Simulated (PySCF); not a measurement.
C3H11NSi2, SMILES C=C(C[SiH2]N)[SiH3].

Geometry optimised at PBE0-D3(BJ)/def2-SVP. This is a generated structure with no PubChem entry under its InChIKey; it may be hypothetical. One conformer was computed; it need not be the lowest.

Computed with HF/def2-TZVP in PySCF.

Isolated molecule, no solvent.

Computed frontier levels, gap, dipole moment:
```
Item                                                                                                           Result
---------------------------------------------------------------------------------------------  ----------------------
highest occupied level                                                                                       -9.48 eV
lowest empty level                                                                                            3.21 eV
orbital gap                                                                                                  12.68 eV
dipole moment                                                                                                  1.41 D
quadrupole, principal values (traceless, Buckingham form, about the centre of nuclear charge)  -6.61, -2.05, 8.66 D·Å
```
